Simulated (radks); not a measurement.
Values are calculated unless marked as measured or tabulated.
How relativity changes the ionisation of the indium ion In2+ ([Kr] 4d10 5s1) to In3+ ([Kr] 4d10). Spin-unpolarised spherical Kohn-Sham, PBE, point nucleus unless stated (finite: rms radius 4.6156 fm), a radial shooting solver on a logarithmic mesh with Libxc functionals. A level marked "c x" has the speed of light scaled by that factor.

level,E(In2+) (hartree),E(In3+) (hartree),IE (eV),HOMO,<r> HOMO (bohr)
non-rel.,-5741.21448,-5740.21729,27.135,5s,2.427
scalar-rel.,-5880.73203,-5879.69129,28.320,5s,2.341
"scalar-rel., finite nucleus",-5880.59013,-5879.54942,28.319,5s,2.341
Dirac,-5882.31012,-5881.26939,28.320,5s1/2,2.342
"Dirac, finite nucleus",-5882.16783,-5881.12713,28.319,5s1/2,2.342
"Dirac, c x 0.85",-5941.70535,-5940.64561,28.837,5s1/2,2.307
"Dirac, c x 1.5",-5801.69947,-5800.68389,27.635,5s1/2,2.390
"Dirac, c x 10",-5742.53938,-5741.54178,27.146,5s1/2,2.427

NIST Atomic Spectra Database: 28.044 eV (measured). The relativistic part of the total energy of In2+ is -141 hartree (Dirac, finite nucleus), 2.5 % of the non-relativistic value. Spin polarisation and multiplet splitting of open shells are left out at every level.

Beside tabulated values, note that relativity, absent from the non-relativistic runs, is large for the heavy elements, and spin-unpolarised runs miss the spin-polarisation part of the exchange energy of open shells.
